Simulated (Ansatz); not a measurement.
Breaking the B1–H2 bond in BF2H (SMILES FBF) (multiplicity 1 held, fragments rigid). Energies count from the point at 1.187 Å.
Geometry at that point (charge 0, multiplicity 1):
```
atom    x (Å)    y (Å)    z (Å)
----  -------  -------  -------
B     -0.2354  -0.3854   0.0819
H     -0.8442  -1.3818   0.2937
F      0.8992  -0.1388   0.7049
F     -0.6746   0.5064  -0.7830
```

U- levels take the lowest unrestricted solution at each point, which mixes spins at long bonds. Active spaces are followed from a long bond inwards. Curves can end on different states.

Cores are frozen in the correlated methods.

The values were computed with Ansatz (a program for electronic structure) with Gaussian orbitals. Each number belongs to the level named beside it.

Predict the energy at R = 3.798 Å from U-B3LYP/cc-pVTZ.

112.5 kcal/mol

Predict the energy at R = 3.798 Å from U-wB97X-V/cc-pVTZ.

114.3 kcal/mol

Estimate the energy at R = 3.798 Å that FIC-MRCISD+Q on CASSCF(2,2)/cc-pVTZ returns for this input.

113.2 kcal/mol

Doubts at one or more of the structures used: a spin-contaminated determinant (U-B3LYP/cc-pVTZ, U-wB97X-V/cc-pVTZ).
